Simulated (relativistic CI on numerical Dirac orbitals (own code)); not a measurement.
Radial parameters of Dy⁴⁸⁺

These numbers are calculated, not measured: Dirac-Coulomb-Breit CI, separate exchange-only KLI orbitals for each configuration, a model potential for QED, unscaled Slater integrals (own radial code, finite nucleus).

Slater integrals F^k, G^k are unscaled and averaged over j, outside the closed core [Ne]; ζ comes from projecting the Hamiltonian with its Breit term on Σ l·s of the shell.

- 3s2 3p5 3d: ζ(3p) = 1.071e+06, F^2(3p,3d) = 465610, G^1(3p,3d) = 486780, G^3(3p,3d) = 327950, ζ(3d) = 146470 cm⁻¹; <r>(3p) = 0.2126, <r^2>(3p) = 0.05228, <r>(3d) = 0.1884, <r^2>(3d) = 0.041 (bohr units).
- 3s 3p6 3d: G^2(3s,3d) = 369440, ζ(3d) = 147130 cm⁻¹; <r>(3s) = 0.2176, <r^2>(3s) = 0.05403, <r>(3d) = 0.1885, <r^2>(3d) = 0.04106 (bohr units).
- 3s2 3p5 4s: ζ(3p) = 1.0823e+06, G^1(3p,4s) = 61837 cm⁻¹; <r>(3p) = 0.2115, <r^2>(3p) = 0.05178, <r>(4s) = 0.4104, <r^2>(4s) = 0.1897 (bohr units).

Averages of the first 10 configurations, taken without configuration mixing, which lowers the lowest level and can move excited configurations by several eV; other configurations of the list can lie among them:

| Configuration | Parity | States | Average energy above the lowest level (eV) |
| --- | --- | --- | --- |
| 3s2 3p6 | even | 1 | 0.4 |
| 3s2 3p5 3d | odd | 60 | 314.7 |
| 3s 3p6 3d | even | 20 | 630.6 |
| 3s2 3p5 4s | odd | 12 | 1931.2 |
| 3s2 3p5 4p | even | 36 | 2050.9 |
| 3s2 3p5 4d | odd | 60 | 2181.2 |
| 3p6 3d 4p | odd | 60 | 2997.2 |
| 3s 3p6 4s | even | 4 | 2248.8 |
| 3p6 3d2 | even | 45 | 1271.4 |
| 3p5 3d3 | odd | 720 | 1583.8 |
